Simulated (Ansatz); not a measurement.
Geometry optimisation, RKS BHLYP-D4/def2-mTZVP (Ansatz).

input.yaml

```yaml
crystal:
  periodic: [false, false, false]
  atoms:
    - { symbol: Ga, position_ang: [-0.06615, -0.369598, 0.077023] }
    - { symbol: O, position_ang: [-0.058638, -0.624251, 1.84673] }
    - { symbol: H, position_ang: [-0.888985, -0.844231, 2.254892] }
    - { symbol: H, position_ang: [1.344718, -0.433046, -0.573843] }
    - { symbol: H, position_ang: [-1.437734, -0.249754, -0.660937] }
    - { symbol: Si, position_ang: [0.160507, 2.978928, 1.171713] }
    - { symbol: H, position_ang: [0.787613, 3.462717, 2.409065] }
    - { symbol: H, position_ang: [0.96174, 3.376644, 0.005426] }
    - { symbol: H, position_ang: [-1.197837, 3.527807, 1.044324] }
    - { symbol: H, position_ang: [0.081865, 1.512183, 1.234506] }
basis:
  gaussian: { orbitals: def2-mTZVP }
hamiltonian:
  xc: { name: BHLYP }
  dispersion: d4
relax:
  f_tol: 0.03
  max_steps: 50
```

Run as:

```bash
$ ansatz run input.yaml --threads 2 --pin off --max-ram 3072MiB --backend cpu --events-out ev --progress --plain --runs-dir out
```

Task: Where does it end, and by what steps?

Result: The run converged. The force dipped under the threshold on the way, but the program's further checks kept it going. After 28 steps the energy has fallen by 0.253 eV; H10 moved furthest, 1.32 Å.

```
step  energy less start (eV)  largest force component (eV/Å)  accepted
   0                  0.0000                           0.524       yes
   1                 -0.0971                           0.780       yes
   2                 -0.1529                           0.269       yes
   3                 -0.1349                           0.722        no
   4                 -0.1739                           0.101       yes
   5                 -0.1804                           0.056       yes
   6                 -0.1807                           0.078       yes
   7                 -0.1833                           0.146       yes
   8                 -0.1847                           0.018       yes
   9                 -0.1819                           0.243        no
  10                 -0.1861                           0.093       yes
  11                 -0.1862                           0.166       yes
  12                 -0.1873                           0.115       yes
  13                 -0.1897                           0.060       yes
  14                 -0.1881                           0.145        no
  15                 -0.1909                           0.038       yes
  16                 -0.1935                           0.058       yes
  17                 -0.1964                           0.169       yes
  18                 -0.1997                           0.141       yes
  19                 -0.2012                           0.357       yes
  20                 -0.2101                           0.356       yes
  21                 -0.2176                           0.177       yes
  22                 -0.2302                           0.177       yes
  23                 -0.2394                           0.299       yes
  24                 -0.2456                           0.229       yes
  25                 -0.2483                           0.147       yes
  26                 -0.2454                           0.054        no
  27                 -0.2522                           0.071       yes
  28                 -0.2525                           0.014       yes
```

```xyz
10
Properties=species:S:1:pos:R:3
Ga 0.004 -0.432 0.234
O -0.302 -0.133 1.978
H -1.217 -0.110 2.243
H 1.501 -0.655 -0.112
H -1.234 -0.577 -0.705
Si 0.188 2.851 1.064
H 1.282 2.547 1.989
H 0.402 4.167 0.437
H -1.123 2.823 1.722
H 0.187 1.855 -0.040
```

The run took 84 s on 2 threads of Arm Neoverse V1, with other jobs on the host, peak memory 0.22 GiB.
